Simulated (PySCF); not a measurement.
Spinor energies of Nb (niobium, neutral)

Start: [Kr] 4d3 5s1 5p1; 4d5/2 filled at m_j = +1/2, +3/2, +5/2; 5s1/2 filled at m_j = +1/2; 5p3/2 filled at m_j = +3/2. Calculated with PySCF 2.14 in x2c-TZVPall-2c (8s9p7d1f, 77 functions): generalised Hartree-Fock with the X2C-1e Hamiltonian and a Gaussian nucleus; one run each with spin-orbit coupling (SO) switched off, then screened by Boettger's factors. This is a chosen level, not necessarily the ground level.

```csv
spinor shell,electrons,"ε, spin-free (eV)","ε, screened SO (eV)",weight of nominal j (screened SO),"rms radius, screened SO (bohr)"
1s1/2,2,-19091.2,-19090.3,1.000,0.0415
2s1/2,2,-2747.5,-2747.3,1.000,0.171
2p1/2,2,-2447.3,-2513.4,1.000,0.149
2p3/2,4,-2447.3,-2416.3,1.000,0.154
3s1/2,2,-493.53,-493.54,1.000,0.471
3p1/2,2,-392.62,-403.82,1.000,0.471
3p3/2,4,-392.62,-387.45,1.000,0.482
3d3/2,4,-227.62,-229.39,0.984,0.472
3d5/2,6,-227.62,-226.50,0.990,0.475
4s1/2,2,-76.362,-76.417,1.000,1.24
4p3/2,4,-46.848,-45.844,0.869,1.39
4p1/2,2,-46.848,-49.137,0.738,1.39
4d5/2,3,-11.568,-11.576,0.777,2.17
5s1/2,1,-8.634,-8.652,0.998,3.81
5p3/2,1,-4.867,-4.819,1.000,4.98
```

```json
{"quantity": "E (hartree)", "spin-free": "-3816.97419", "screened SO": "-3817.37604"}
{"quantity": "M_J", "spin-free": "13/2", "screened SO": "13/2"}
{"quantity": "⟨J²⟩", "spin-free": "48.768", "screened SO": "48.768"}
{"quantity": "⟨L²⟩", "spin-free": "20.016", "screened SO": "20.054"}
{"quantity": "⟨S²⟩", "spin-free": "8.752", "screened SO": "8.745"}
```

Each row is a mean over spinors that exchange with the open shell spreads, by up to 6.500 eV (4p3/2).

Rows whose weight is well below 1 are mixtures of j = l ± 1/2: exchange outweighs spin-orbit coupling there, and the label is only the starting occupation.

Breit and QED terms are absent; they matter most for the inner s and p1/2 levels.

Densities and radii are taken from the X2C orbitals without a picture-change correction, which distorts them close to the nucleus.

Without spin-orbit coupling the j labels of p, d and f shells carry no meaning; the spin-free column gives the mean over the occupied spinors of each nl shell.
